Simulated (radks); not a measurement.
Values are calculated unless marked as measured or tabulated.
Radial electron density D(r) = 4 pi r^2 rho(r) of an atom or ion with 35 electrons. Level of theory: scalar-relativistic Kohn-Sham, PBEsol, spin-polarised, spherical densities, finite nucleus; Fermi nuclear charge, rms radius of each element as measured or else 0.836 A^(1/3) + 0.57 fm (a radial shooting solver on a logarithmic mesh with Libxc functionals).

| r (bohr) | D(r) (e/bohr) | spin D(r) |
|---|---|---|
| 0.003731 | 5.957 | -0.0000221 |
| 0.004858 | 9.080 | -0.0000203 |
| 0.006326 | 13.49 | 0.00000523 |
| 0.008171 | 19.18 | 0.0000960 |
| 0.01064 | 26.42 | 0.000368 |
| 0.01374 | 34.21 | 0.00105 |
| 0.0179 | 41.68 | 0.00272 |
| 0.0233 | 46.60 | 0.00644 |
| 0.0301 | 47.26 | 0.0137 |
| 0.0392 | 43.92 | 0.0274 |
| 0.05063 | 40.09 | 0.0476 |
| 0.06593 | 40.96 | 0.0719 |
| 0.08585 | 48.75 | 0.0860 |
| 0.1109 | 56.69 | 0.0704 |
| 0.1444 | 54.77 | 0.0230 |
| 0.1865 | 42.60 | -0.00452 |
| 0.2429 | 33.57 | 0.0597 |
| 0.3163 | 37.34 | 0.183 |
| 0.4086 | 41.32 | 0.186 |
| 0.532 | 32.14 | 0.0346 |
| 0.6872 | 17.20 | 0.0357 |
| 0.8948 | 8.772 | 0.412 |
| 1.165 | 7.144 | 0.829 |
| 1.505 | 5.506 | 0.792 |
| 1.96 | 2.564 | 0.399 |
| 2.532 | 0.6680 | 0.106 |
| 3.297 | 0.08153 | 0.0126 |
| 4.293 | 0.003990 | 0.000565 |

What is the nuclear charge?

Answer. Z = 38. The innermost maximum, from 1s, lies near gamma/Z bohr with gamma = sqrt(1 - (Z/c)^2) = 0.961, here 0.0253 bohr (found: 0.0276), and its height grows with Z. The density is that of the strontium ion Sr3+ in [Ar] 3d10 4s2 4p5; the configuration itself is not fixed sharply by these data, and Z only to a few units. D(r) has 3 maxima, at r = 0.0276, 0.122, 0.396 bohr, and minima at 0.0562, 0.253 bohr, inside which lie 2.05, 11.04 electrons.
